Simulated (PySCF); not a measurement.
A calculated (BP86, PySCF 2.14, cc-pVDZ-X2C, scalar relativity by spin-free X2C-1e) atom or ion has these occupied shells.

```
shell  electrons  orbital energy (eV)  rms radius, mean of both spins (bohr)
 1s α          1             -48258.0                                 0.0254
 1s β          1             -48258.0                                 0.0254
 2s α          1              -7930.1                                  0.103
 2s β          1              -7930.0                                  0.103
 2p α          3              -7078.9                                 0.0923
 2p β          3              -7078.8                                 0.0923
 3s α          1              -1751.0                                  0.266
 3s β          1              -1748.8                                  0.266
 3p α          3              -1484.9                                  0.266
 3p β          3              -1482.7                                  0.266
 3d α          5              -1122.9                                  0.245
 3d β          5              -1121.2                                  0.245
 4s α          1              -353.81                                  0.602
 4s β          1              -348.28                                  0.602
 4p α          3              -265.95                                  0.639
 4p β          3              -260.43                                  0.639
 4d α          5              -142.18                                  0.706
 4d β          5              -136.68                                  0.706
 5s α          1              -51.787                                   1.47
 5s β          1              -48.709                                   1.47
 5p α          3              -30.828                                   1.75
 5p β          3              -28.509                                   1.75
 4f α          7              -10.206                                   1.10
 6s α          1               -9.139                                   4.11
```

(1) Name the element and its charge.

Results:

(1) Eu⁺ (europium, charge +1), in [Xe] 4f7 6s1, high-spin 9S determinant.
